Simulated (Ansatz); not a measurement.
Program: Ansatz. Geometries: PBE0-D4/def2-TZVP. ΔE: electronic, gas phase. CCSD(T)/CBS adds triple-zeta CCSD(T) − MP2 to the extrapolated MP2 energy (def2 sets, frozen cores). DFT in def2-TZVPP. B3LYP here is the variant with VWN-RPA as its local correlation; programs differ in this. HSE06 is defined as in plane-wave codes. For Se outer-core shells are correlated without core-valence functions, which leaves a few kJ/mol of doubt a bond. Scalar relativity is left out up to krypton. Each species was taken in one conformer, which may not be the lowest.

Consider the redistribution: `F[Si](F)([SeH])[SeH]` + `CB(C)F` → `CB(C)[SeH]` + `F[Si](F)(F)[SeH]`.

`F[Si](F)([SeH])[SeH]`:

Cartesian coordinates in Å:
```
F 0.410 -1.640 -1.147
Si 0.305 -0.177 -0.549
F 1.088 0.775 -1.546
Se -1.794 0.630 -0.558
Se 1.289 -0.338 1.466
H -2.181 -0.281 0.527
H 0.883 1.031 1.809
```

`CB(C)F`:

Z-matrix (Å, degrees):
```
C
B 1 1.563
H 1 1.092 2 112.8
H 1 1.098 2 107.8 3 -116.8
H 1 1.092 2 113.1 3 125.1
C 2 1.563 1 125.0 3 30.8
F 2 1.337 1 117.5 3 -149.2
H 6 1.092 2 112.9 1 28.4
H 6 1.098 2 107.8 1 -88.7
H 6 1.092 2 112.9 1 153.5
```

`CB(C)[SeH]`:

Cartesian coordinates in Å:
```
C 0.197 1.525 0.211
B -0.294 0.073 -0.115
C 0.604 -1.177 0.167
Se -2.054 -0.085 -0.905
H -0.434 2.332 -0.166
H 0.261 1.635 1.301
H 1.216 1.678 -0.161
H 1.154 -1.069 1.107
H 1.368 -1.227 -0.621
H 0.081 -2.134 0.172
H -2.098 -1.551 -0.991
```

`F[Si](F)(F)[SeH]`:

Cartesian coordinates in Å:
```
F -1.611 -0.339 0.521
Si -0.150 0.240 0.433
F 0.429 0.349 1.892
F -0.291 1.693 -0.156
Se 1.233 -1.052 -0.749
H 0.391 -0.891 -1.942
```

```tsv
level	ΔE (kJ/mol)	difference from CCSD(T)/CBS
PBE-D4	-7.5	14.4
revPBE-D4	-9.5	12.4
BLYP-D4	-8.7	13.2
r2SCAN-D4	-15.3	6.6
B97M-V	-16.5	5.4
PBE0-D4	-10.3	11.6
B3LYP-D4	-10.5	11.4
r2SCANh-D4	-15.6	6.3
HSE06-D4	-10.1	11.8
BHLYP-D4	-12.1	9.8
CAM-B3LYP-D4	-11.4	10.5
ωB97X-V	-12.2	9.7
B2PLYP	-16.7	5.2
PBE-QIDH	-18.0	3.9
PBE	-7.8	14.1
revPBE	-7.1	14.8
BLYP	-8.7	13.2
r2SCAN	-15.3	6.6
PBE0	-10.6	11.3
B3LYP	-11.1	10.8
r2SCANh	-15.6	6.3
r2SCAN0	-16.0	5.9
BHLYP	-14.2	7.7
CAM-B3LYP	-11.9	10.0
LC-ωPBE	-10.1	11.8
RPA@PBE/def2-TZVPP	-24.6	-2.7
HF/def2-SVP	6.4	28.3
MP2/def2-SVP	-2.9	19.0
CCSD/def2-SVP	-0.2	21.7
CCSD(T)/def2-SVP	-0.8	21.1
HF/def2-TZVPP	-16.6	5.3
MP2/def2-TZVPP	-25.6	-3.7
SCS-MP2/def2-TZVPP	-24.6	-2.7
CCSD/def2-TZVPP	-23.2	-1.3
CCSD(T)/def2-TZVPP	-23.5	-1.6
HF/def2-QZVPP	-18.8	3.1
SCS-MP2/def2-QZVPP	-24.6	-2.7
HF/CBS(def2)	-19.1	2.8
MP2/CBS(def2)	-24.1	-2.2
CCSD/CBS(def2)	-21.7	0.2
CCSD(T)/CBS	-21.9	0
```

Largest T1 diagnostic among the species: 0.011.

At CCSD(T), def2-SVP lies +21.1 kJ/mol from the extrapolated value and def2-TZVPP −1.6 kJ/mol. In def2-TZVPP, CCSD(T) changes the Hartree–Fock value by −6.9 kJ/mol (the triples alone add −0.2 kJ/mol) and MP2 by −9.0 kJ/mol. Leaving LDA and LC-ωPBE aside and taking each functional with its dispersion term where it has one, the values spread over 10.5 kJ/mol, from PBE-QIDH to PBE-D4.
